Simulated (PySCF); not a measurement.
Species: C₅H₈ClF₃Si.
Z-matrix (Å and degrees, GFN2-xTB geometry), rows numbered from 1:
```
C 
C   1  1.5243
C   2  1.5261  1  112.09
Si  3  1.9317  2  115.55  1   -64.33
Cl  3  1.8177  2  107.17  1  -178.71
C   3  1.4865  2  112.56  1    63.81
F   6  1.3543  3  115.17  2  -126.55
C   6  1.3290  3  128.10  2    54.32
F   8  1.3255  6  125.19  3   179.66
F   8  1.3242  6  124.37  3    -0.75
H   1  1.0878  2  111.02  3   -56.39
H   1  1.0871  2  110.76  3    64.28
H   1  1.0870  2  109.76  3  -175.98
H   2  1.0913  1  109.53  3  -119.98
H   2  1.0926  1  109.65  3   122.27
H   4  1.4609  3  109.19  2    70.52
H   4  1.4598  3  104.39  2   -49.42
H   4  1.4560  3  106.50  2  -168.90
```

Computed at PBE0/pcSseg-1 (PySCF, non-relativistic), with Q(35Cl) = −0.0817 b: Cl5, 35Cl (I = 3/2): χzz = -75.82 MHz, η = 0.035.

(1) Where would the pure quadrupole (NQR) lines of 35Cl at Cl5 fall for the rigid, isolated species?

(2) Apply the simplest Townes–Dailey estimate (no s hybridisation, no π bonding), ionic character = 1 − χzz/χ0, where χ0 is the coupling for one missing p electron along the bond: −109.74 MHz for 35Cl.

Results:

(1) From ν = (|χ|/2)√(1 + η²/3): ν = 37.92 MHz (alkyl chlorine). For 37Cl the ratio of quadrupole moments, 0.7881, gives 29.88 MHz.

(2) Cl5 on C3: 1 − (-75.82)/(-109.74) = 0.31. In this model a purely covalent bond gives χ0 and a free halide ion gives zero; s hybridisation or π bonding, where present, is counted here as ionic character.

In a crystal, neighbours and librations shift these lines. GFN2-xTB bond lengths can be off by several hundredths of an ångström, more for odd bonds, and the gradients follow them. With a basis this small, the couplings can be 20 % off.

The run behind these numbers computed NMR shieldings as well. Time: 93 s wall; peak memory 1.0 GiB. Hardware: one thread, Arm Neoverse N1 (aarch64), shared host with 64 logical CPUs at a one-minute load of 61.

One conformer stands for the species.
